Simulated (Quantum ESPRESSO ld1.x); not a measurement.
Values are calculated unless marked as measured or tabulated.
Problem. Ge3+, configuration [Ne] 3s2 3p4 3d10 4s1 4d2 (not the ground configuration). Level of theory: Dirac Kohn-Sham, PBE, spin-unpolarised, spherical densities, point nucleus; open shells fill j = l - 1/2 first (ld1.x of Quantum ESPRESSO 7.5). Some entries of the table are withheld. Estimate them.

orbital  occ.  eigenvalue (eV)  r(max) (bohr)  <r> (bohr)
1s1/2       2         -11037.3          0.031     0.04699
2s1/2       2         -1442.41          0.176         (1)
2p1/2       2         -1291.83            (2)      0.1810
2p3/2       4         -1259.84            (3)      0.1846
3s1/2       2              (4)          0.539      0.6135
3p1/2       2         -183.366          0.531      0.6233
3p3/2       2         -178.868          0.539      0.6328
3d3/2       4         -92.7213          0.490      0.6629
3d5/2       6         -92.0480          0.490      0.6665
4s1/2       1              (5)           1.49         (6)
4d3/2       2         -22.4151           2.22       2.539
4d5/2       0         -22.3579           2.22       2.546

Solution. 
(1) 2s1/2 <r> (bohr): 0.2096
(2) 2p1/2 r(max) (bohr): 0.140
(3) 2p3/2 r(max) (bohr): 0.142
(4) 3s1/2 eigenvalue (eV): -233.659
(5) 4s1/2 eigenvalue (eV): -51.5077
(6) 4s1/2 <r> (bohr): 1.675
